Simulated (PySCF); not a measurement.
This script is equivalent to a calculation on Cd⁺ (cadmium, charge +1).

```python
from pyscf import gto, scf, dft, mp, cc
import basis_set_exchange as bse
txt = bse.get_basis("cc-pVDZ-PP", elements=["Cd"], fmt="nwchem", header=False)
cut = txt.index("\nECP")
mol = gto.M(atom="Cd 0 0 0", charge=1, spin=1, symmetry="D2h",
            basis=gto.basis.parse(txt[:cut]),
            ecp={"Cd": gto.basis.parse_ecp(txt[cut:])})
mf = dft.UKS(mol, xc="LDA,VWN")
mf.irrep_nelec = {'Ag': (4, 3), 'B1g': (1, 1), 'B2g': (1, 1), 'B3g': (1, 1), 'B1u': (1, 1), 'B2u': (1, 1), 'B3u': (1, 1)}
mf.kernel()
```

Task: What total energy does it give?

Result: -167.093 hartree (calculated).

Task: Which occupied shell lies highest, and where?

Result: 5s α, at -13.898 eV.

Task: What is ⟨S²⟩, and what would a pure spin state give?

Result: 0.751, against 0.75.

Energies and moments cover only the electrons outside the core potential.
